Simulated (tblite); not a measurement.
Compound: C₇H₆ClOP.
SMILES with atom numbers: `[CH3:1][C:2](=[O:3])[c:4]1[cH:5][cH:6][p:7][c:8]([Cl:9])[cH:10]1` (hydrogens: H11, H12, H13 on C1; H14 on C5; H15 on C6; H16 on C10)

Computed with GFN2-xTB (tblite), gas phase: L-BFGS steps from a force-field or distance-geometry start until the largest atomic force falls under 0.01 eV/Å.

At the end of the run (lengths in Å): C2=O3 1.211, C1–H11 1.087, C4–C10 1.394, C1–C2 1.508, C1–H12 1.088, P7–C8 1.746, C4–C5 1.398, C6–P7–C8 98.5°, P7–C8–C10 127.0°, C5–C6–P7 126.0°, P7–C8–Cl9 115.2°, C1–C2–C4–C5 179°.

**Question.** These geometries were met on the way; a selection of coordinates is given. Order them by energy above the end point, lowest first.
A. C2=O3 1.251, C1–H11 1.127, C4–C10 1.357, C1–C2 1.476, C1–H12 1.117, P7–C8 1.745, C4–C5 1.371, C6–P7–C8 110.9°, P7–C8–C10 114.7°, C5–C6–P7 115.5°, P7–C8–Cl9 122.6°, C1–C2–C4–C5 179°
B. C2=O3 1.208, C1–H11 1.085, C4–C10 1.393, C1–C2 1.507, C1–H12 1.092, P7–C8 1.751, C4–C5 1.397, C6–P7–C8 98.5°, P7–C8–C10 126.7°, C5–C6–P7 126.5°, P7–C8–Cl9 117.1°, C1–C2–C4–C5 179°
C. C2=O3 1.221, C1–H11 1.082, C4–C10 1.396, C1–C2 1.509, C1–H12 1.080, P7–C8 1.775, C4–C5 1.401, C6–P7–C8 103.9°, P7–C8–C10 121.4°, C5–C6–P7 122.5°, P7–C8–Cl9 119.6°, C1–C2–C4–C5 178°
D. C2=O3 1.173, C1–H11 1.103, C4–C10 1.409, C1–C2 1.520, C1–H12 1.092, P7–C8 1.764, C4–C5 1.408, C6–P7–C8 107.9°, P7–C8–C10 118.2°, C5–C6–P7 119.7°, P7–C8–Cl9 121.4°, C1–C2–C4–C5 178°
E. C2=O3 1.216, C1–H11 1.078, C4–C10 1.395, C1–C2 1.505, C1–H12 1.084, P7–C8 1.771, C4–C5 1.400, C6–P7–C8 101.0°, P7–C8–C10 124.1°, C5–C6–P7 124.6°, P7–C8–Cl9 118.4°, C1–C2–C4–C5 178°

**Answer.** B (0.034 eV), E (0.090 eV), C (0.160 eV), D (0.404 eV), A (0.696 eV).

```csv
step,E above end (eV),"rms distance from the end, all atoms (Å)",largest force (eV/Å),rms shift of all bonds from the end (Å)
6,0.034,0.042,0.391,0.005
4,0.090,0.056,0.552,0.011
3,0.160,0.069,0.854,0.011
1,0.404,0.086,3.474,0.017
0,0.696,0.096,3.214,0.024
```

Rows stand in the order of the answer.
